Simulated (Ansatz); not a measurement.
CH$_{6}$BFO$_{2}$Si (`OB([SiH3])OCF`), relaxed with RKS PBE0-D4/def2-TZVP in Ansatz 0.2.0 from a PBE-D4/def2-SVP geometry. The force threshold is 0.005 eV/Å; the program also tests the step.

Charge 0, multiplicity 1.

Start:

```xyz
12

O    -0.695    0.945    1.145
B    -0.102   -0.049    0.427
Si    0.131   -1.904    1.238
O     0.387    0.141   -0.866
C     0.109    1.259   -1.631
F     0.316    2.444   -0.909
H    -0.615    1.812    0.693
H    -0.042   -2.987    0.204
H     1.519   -2.055    1.813
H    -0.852   -2.152    2.352
H     0.798    1.276   -2.502
H    -0.954    1.269   -1.966
```

```tsv
step	energy (eV)	largest force (eV/Å)	largest move (Å)
1	-16493.2062	0.727	0.000
2	-16493.2465	0.325	0.029
3	-16493.2543	0.087	0.035
4	-16493.2565	0.067	0.033
5	-16493.2578	0.063	0.050
6	-16493.2582	0.041	0.018
7	-16493.2585	0.066	0.018
8	-16493.2587	0.020	0.005
9	-16493.2587	0.005	0.007
10	-16493.2587	0.013	0.012
11	-16493.2588	0.018	0.019
12	-16493.2588	0.026	0.039
13	-16493.2589	0.023	0.006
14	-16493.2590	0.020	0.030
15	-16493.2590	0.019	0.034
16	-16493.2591	0.028	0.024
17	-16493.2591	0.022	0.008
18	-16493.2592	0.010	0.020
19	-16493.2592	0.008	0.034
20 (rejected)	-16493.2591	0.042	0.080
21	-16493.2593	0.011	0.039
22	-16493.2593	0.014	0.031
23	-16493.2593	0.008	0.001
24	-16493.2593	0.003	0.002
25	-16493.2593	0.003	0.013
26	-16493.2593	0.008	0.031
27	-16493.2593	0.004	0.006
```

End:

```xyz
12

O    -0.936    0.853    1.021
B    -0.145   -0.059    0.407
Si    0.147   -1.886    1.240
O     0.491    0.184   -0.795
C     0.207    1.273   -1.587
F     0.393    2.456   -0.890
H    -0.916    1.733    0.628
H    -0.347   -2.953    0.324
H     1.601   -2.125    1.461
H    -0.558   -2.021    2.542
H     0.898    1.279   -2.430
H    -0.836    1.267   -1.921
```

It took 110 s on 4 threads of an Intel Xeon Platinum 8259CL on a shared host, with 0.66 GiB of host memory at the peak.
